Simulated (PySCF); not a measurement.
Numbering as in the mapped SMILES `[CH3:1][c:2]1[cH:3][c:4]([SiH3:5])[cH:6][cH:7][p:8]1` (H(Xn): hydrogen on atom n).

PySCF 2.14 calculation with coordinates at the GFN2-xTB level and shielding tensors at PBE0/pcSseg-1 (GIAO); no solvent model, relativity neglected, averaged over atoms made equivalent by symmetry, fast rotation or ring inversion, a single conformation.

References, each an isolated molecule treated in the same way: TMS for 13C (σref 186.93), 1H (σref 31.72), 29Si (σref 349.16); 31P (σref 318.38) against H3PO4.

| atoms | nucleus | count | δ (ppm) |
| --- | --- | --- | --- |
| C2 | 13C | 1 | ? |
| C6 | 13C | 1 | ? |
| C4 | 13C | 1 | 136.7 |
| C3 | 13C | 1 | 145.9 |
| H(C6) | 1H | 1 | ? |
| H(Si5) | 1H | 3 | 4.63 |
| Si5 | 29Si | 1 | -65.0 |
| H(C1) | 1H | 3 | 2.93 |
| H(C3) | 1H | 1 | 8.31 |
| C7 | 13C | 1 | 164.4 |
| C1 | 13C | 1 | ? |
| P8 | 31P | 1 | 233.6 |
| H(C7) | 1H | 1 | 9.09 |

Task: Complete the table.

Result: 
- C2: 178.9 ppm, substituted aromatic carbon
- C6: 142.0 ppm, aromatic CH
- C1: 27.9 ppm, methyl carbon on an aromatic ring; saturated and bonded to C and H only
- H(C6): 8.18 ppm, hydrogen on an aromatic CH; ring-current deshielding

Shifts are as computed. Against solution values, carbons near 30 ppm lie about +3 ppm off and those near 130 ppm about +5 ppm. Of 1211 compounds with measured shifts, 218 miss one by over three times the rms of a fit or turn the order of signals round; such compounds aren't used in these exercises. Experimental scales use liquid or dissolved standards, which lie at an offset from isolated H3PO4.
